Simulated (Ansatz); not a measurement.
Consider the cleavage of the Sn–Si bond: `[CH3][AlH][SiH2][SnH3]` + `FCS` → `FC[S][SnH3]` + `[CH3][AlH][SiH3]`.

Computed with Ansatz on PBE0-D4/def2-TZVP structures; ΔE is electronic, products minus reactants. CBS: MP2 limit from def2 TZ/QZ plus the TZ coupled-cluster correction, frozen cores. Functionals use def2-TZVPP. B3LYP here is the variant with VWN-RPA as its local correlation; programs differ in this. Elements past krypton have def2 core potentials. For Sn outer-core shells are correlated without core-valence functions, which leaves a few kJ/mol of doubt a bond. Each species was taken in one conformer, which may not be the lowest.

```csv
level,ΔE (kcal/mol),difference from CCSD(T)/CBS
r2SCAN-D4,-4.2,0.3
PBE0-D4,-3.1,1.4
B3LYP-D4,-4.9,-0.4
ωB97X-V,-4.9,-0.4
PBE,-2.8,1.7
r2SCAN,-4.2,0.3
CCSD/def2-TZVPP,-4.1,0.4
HF/def2-QZVPP,-6.7,-2.2
MP2/CBS(def2),-5.2,-0.7
CCSD/CBS(def2),-4.5,0.0
CCSD(T)/CBS,-4.5,0
```

Largest T1 diagnostic among the species: 0.013.

In def2-TZVPP, CCSD(T) changes the Hartree–Fock value by +2.5 kcal/mol (the triples alone add +0.0 kcal/mol) and MP2 by +1.8 kcal/mol.
